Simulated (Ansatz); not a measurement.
Relaxation of the cluster Zn2Se⁺ with UKS r2SCAN-D4/def2-TZVP.

```sh
$ ansatz run in.yaml --threads 4 --pin off --events-out ev --progress --plain --max-ram 3916MiB
```

```yaml
crystal:
  periodic: [false, false, false]
  atoms:
    - {symbol: Zn, position_ang: [-0.169930, -1.970320, 0.885600]}
    - {symbol: Zn, position_ang: [-0.213340, 2.003100, -0.799510]}
    - {symbol: Se, position_ang: [0.383280, -0.032780, -0.086090]}
basis:
  gaussian: {orbitals: def2-TZVP}
total_charge: 1
magnetization: {spin_polarized: true, initial_magnetization: 1}
hamiltonian: {xc: r2scan, dispersion: d4}
scf: {lower_state_search: "off"}
output: {orbitals: {seedname: orbitals}}
relax: {f_tol: 0.02, max_steps: 100}
```

It took 24 s on 4 threads of Arm Neoverse V1 on a shared host.

Positions (Å) and forces (eV/Å) at steps 1, 2, 3, 4, 5, 6 of 6:

```xyz
3
step=1 energy=-162180.8281 eV
Zn   -0.170   -1.970    0.886   -0.428   -0.399    0.282
Zn   -0.213    2.003   -0.800   -0.434    0.462   -0.084
Se    0.383   -0.033   -0.086    0.862   -0.063   -0.198
3
step=2 energy=-162180.9773 eV
Zn   -0.241   -1.943    0.893   -0.265   -0.040    0.086
Zn   -0.284    1.988   -0.775   -0.265    0.081    0.035
Se    0.524   -0.045   -0.118    0.530   -0.041   -0.121
3
step=3 energy=-162181.0770 eV
Zn   -0.337   -1.858    0.881    0.006    0.218   -0.095
Zn   -0.378    1.918   -0.720    0.012   -0.221    0.091
Se    0.715   -0.061   -0.161   -0.018    0.002    0.004
3
step=4 energy=-162181.1067 eV
Zn   -0.413   -1.711    0.838    0.075    0.085   -0.056
Zn   -0.451    1.784   -0.644    0.077   -0.099    0.022
Se    0.864   -0.073   -0.194   -0.151    0.013    0.034
3
step=5 energy=-162181.1082 eV
Zn   -0.401   -1.712    0.836   -0.038   -0.045    0.029
Zn   -0.439    1.783   -0.647   -0.039    0.052   -0.012
Se    0.840   -0.071   -0.189    0.078   -0.007   -0.018
3
step=6 energy=-162181.1087 eV
Zn   -0.405   -1.712    0.837    0.000    0.000    0.000
Zn   -0.443    1.784   -0.646    0.000    0.000    0.000
Se    0.848   -0.072   -0.191    0.001    0.000    0.000
```

The relaxation made no stability test and no search for a lower SCF solution. The structure comes from a short search, and lower isomers may exist.
